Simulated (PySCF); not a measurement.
Si(Br)(NH2) (BrH2NSi), SMILES N[Si]Br (connectivity only; charge and spin as stated), neutral, multiplicity 1.

Geometry optimised at PBE0-D3(BJ)/def2-TZVP. One conformer was computed; it need not be the lowest.

Level of theory: B3LYP/def2-TZVPD (PySCF).

Symmetry labels are those of the subgroup Cs that the program uses (full group Cs).

Computed valence orbital energies around the gap with their symmetry:
```json
[
 {"orbital": "HOMO−7", "symmetry": "A'", "energy (eV)": "-20.81"},
 {"orbital": "HOMO−6", "symmetry": "A'", "energy (eV)": "-14.43"},
 {"orbital": "HOMO−5", "symmetry": "A'", "energy (eV)": "-14.31"},
 {"orbital": "HOMO−4", "symmetry": "A'", "energy (eV)": "-10.50"},
 {"orbital": "HOMO−3", "symmetry": "A\"", "energy (eV)": "-9.03"},
 {"orbital": "HOMO−2", "symmetry": "A'", "energy (eV)": "-8.22"},
 {"orbital": "HOMO−1", "symmetry": "A\"", "energy (eV)": "-7.97"},
 {"orbital": "HOMO", "symmetry": "A'", "energy (eV)": "-6.95"},
 {"orbital": "LUMO", "symmetry": "A\"", "energy (eV)": "-1.93"},
 {"orbital": "LUMO+1", "symmetry": "A'", "energy (eV)": "-0.54"},
 {"orbital": "LUMO+2", "symmetry": "A'", "energy (eV)": "-0.07"},
 {"orbital": "LUMO+3", "symmetry": "A'", "energy (eV)": "0.65"}
]
```
